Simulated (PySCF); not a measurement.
Telling isomers of C$_{4}$H$_{9}$PSi apart by NMR

- shielding tensors at PBE0/pcSseg-1 (GIAO)
- GFN2-xTB structure
- run in PySCF
- no solvent, averaged over atoms made equivalent by symmetry, fast rotation or ring inversion, no relativistic terms, one computed conformer

Shifts are taken against calculated references (same method and geometry level): TMS for ¹H, ¹³C. Splittings of carbon signals by F and P are missing where no couplings were computed. Where no couplings were computed, multiplicities follow the n + 1 count of equivalent neighbours, and m marks all less simple cases (inequivalent or close neighbours, rings, F or P nearby). Shifts are as computed. Against solution values, carbons near 30 ppm lie about +3 ppm off and those near 130 ppm about +5 ppm. Of 1211 compounds with measured shifts, 218 miss one by over three times the rms of a fit or turn the order of signals round; such compounds aren't used in these exercises.

(1) Tabulate the signals of `C[Si](C)(C)C#P`, `CCC#C[SiH2]P` and their relative energies.

(2) What is the quickest way to tell C[Si](C)(C)C#P from CCC#C[SiH2]P?

## Answers

(1) 
```json
{"SMILES": "C[Si](C)(C)C#P", "carbon types": "1×C 3×CH3", "δC": "218.2, 1.4", "δH": "0.22 (s, 9H)", "E rel. (kcal/mol)": "0.0"}
{"SMILES": "CCC#C[SiH2]P", "carbon types": "2×C 1×CH2 1×CH3", "δC": "122.2, 83.5, 16.8, 16.3", "δH": "4.55 (m, 2H), 2.41 (q, 2H), 1.32 (m, 2H), 1.23 (t, 3H)", "E rel. (kcal/mol)": "30.5"}
```

Energies are electronic energies at PBE0/pcSseg-1 on these geometries, without zero-point or thermal terms, each for the one conformer computed, which needn't be the lowest.

(2) Count the carbon signals: 2 against 4. The first has a carbon bonded to P, Si (C) at 218.2 ppm, the second an alkyne carbon (C) at 122.2 ppm. In the proton spectra the most deshielded non-exchanging signals are 0.22 (s, 9H) and 4.55 (m, 2H).
